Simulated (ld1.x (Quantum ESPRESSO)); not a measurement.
# Ranking TM potentials for Ga

All share these settings but for the change named:

```
Element                 : Ga
Generator               : ld1.x (Quantum ESPRESSO) 7.5
Type                    : norm-conserving Troullier–Martins (Kleinman–Bylander form)
Functional              : LDA (PZ)
Relativity              : scalar-relativistic
Frozen core             : [Ar] 3d10
Valence charge          : 3
Reference configuration : 4s2 4p1
Partial waves           : 4s (bound): rc 1.95 bohr; 4p (bound): rc 2.40 bohr
Local potential         : all-electron potential smoothed inside 1.65 bohr (lloc = -1)
Core correction         : none
```

Test errors are all-electron minus pseudo excitation energies from the reference, over 4s2 4p0; 4s1 4p0; 4s2 4p0.5; 4s1 4p2; 4s0 4p3; 4s1 4p1; 4s2 4p1.3. None of these files shows a bound ghost.

The base gives 135.1 meV.

Of 6 variants that were run, those that failed, showed a ghost or another fault, or gave nearly equal values are left out.

A variant can come out equal or close to the base, since the largest error may sit in a test that the change hardly touches while other tests move.

Rank these variants by their largest absolute test error, smallest first.
A. all radii scaled by about 1.39 (s 2.72, p 3.34 bohr); local potential all-electron potential smoothed inside 2.30 bohr (lloc = -1)
B. all radii scaled by about 0.91 (s 1.78, p 2.20 bohr); local potential all-electron potential smoothed inside 1.52 bohr (lloc = -1)
C. all radii scaled by about 1.14 (s 2.22, p 2.74 bohr); local potential all-electron potential smoothed inside 1.88 bohr (lloc = -1)

A (96.5 meV), C (124.2 meV), B (141.3 meV).
